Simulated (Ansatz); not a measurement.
`F[Si](F)(Cl)[NH][GeH2][Cl]`, charge 0, multiplicity 1.

Give a relaxed structure at PBE0-D4/def2-TZVP (the Gaussian-basis code of Ansatz). (Estimate.)

Computed: 
```xyz
10

F    -1.6771    2.1573   -0.1233
Si   -0.7291    1.1183   -0.8396
F    -1.3642    0.9150   -2.2711
Cl    1.1101    1.9197   -1.0699
N    -0.6242   -0.3239    0.0233
Ge    0.8550   -1.1842    0.6832
Cl    1.5153   -0.2053    2.4836
H    -1.4973   -0.7014    0.3666
H     1.9964   -1.0987   -0.3253
H     0.4152   -2.5968    1.0724
```
This is one stationary point; other conformers may exist.
